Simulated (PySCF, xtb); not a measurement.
GeS, SMILES [S]=[Ge] (connectivity only; charge and spin as stated), neutral, multiplicity 1.

xtb 6.7.1 with GFN2-xTB at its own geometry gives an orbital gap of 3.09 eV and a dipole moment of 5.11 D.

Geometry: B3LYP-D3(BJ)/def2-TZVP.

Question: What does PBE0/def2-TZVPD run with PySCF give? (The exact figures need the calculation; the answer reports its results.)

Answer: gap 5.50 eV (levels -7.95 and -2.45 eV), dipole 2.27 D.
